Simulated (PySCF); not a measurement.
Species: C7H15 (doublet state).
SMILES with atom numbers: `[CH2:1][C:2]([CH3:3])([CH3:4])[CH:5]([CH3:6])[CH3:7]` (hydrogens: H8, H9 on C1; H10, H11, H12 on C3; H13, H14, H15 on C4; H16 on C5; H17, H18, H19 on C6; H20, H21, H22 on C7)

The geometry is computed with GFN2-xTB (gas phase). This method treats the open shell by occupation alone, without spin polarisation.

Q: Give the optimised bond lengths and angles.

A: 
```csv
bond,length (Å),order
C1–C2,1.481,single
C2–C3,1.547,single
C2–C4,1.530,single
C2–C5,1.561,single
"C5–C6, C5–C7",1.528,single
"C1–H8, C1–H9",1.073,single
C3–H10 and 5 like bonds,1.087,single
C5–H16,1.096,single
C6–H17 and 5 like bonds,1.088,single
```

Bonds in one row agree within 0.01 Å and their mean is given. Orders are formal, as drawn. A selection of angles:
```csv
angle,degrees
C2–C1–H8,121.5
C2–C1–H9,119.9
H8–C1–H9,118.4
C1–C2–C3,107.8
C1–C2–C4,110.2
C1–C2–C5,108.5
C3–C2–C4,108.6
C3–C2–C5,109.1
C4–C2–C5,112.6
C2–C3–H10,110.9
C2–C3–H12,109.6
H10–C3–H11,109.0
H10–C3–H12,108.2
C2–C5–C6,111.1
C2–C5–C7,114.4
C2–C5–H16,106.1
C6–C5–C7,109.2
C6–C5–H16,107.7
C5–C6–H17,110.9
C5–C6–H18,110.3
H17–C6–H18,108.6
H17–C6–H19,108.0
```

Dihedral angles: C1–C2–C5–C6 55° (synclinal). The mirror-image conformer, all signs reversed, is as good.

Of the pairs four or more bonds apart, C1···H18 is among the closest relative to their van der Waals radii: 2.45 Å, 85 % of the sum of Bondi's values. The 6 C–C bonds span 1.481 Å (C1–C2, drawn single) to 1.561 Å (C2–C5, drawn single), a spread of 0.080 Å. C1 (carbon bonded to C and 2 H) is planar (angles 121.5°, 119.9° and 118.4°, sum 359.8°, 0.03 Å off the plane of its three neighbours).

Not checked by GFN2-xTB frequencies. Torsions: H–C1–C2–C3 112° and -63°, C1–C2–C5–C6 55°.
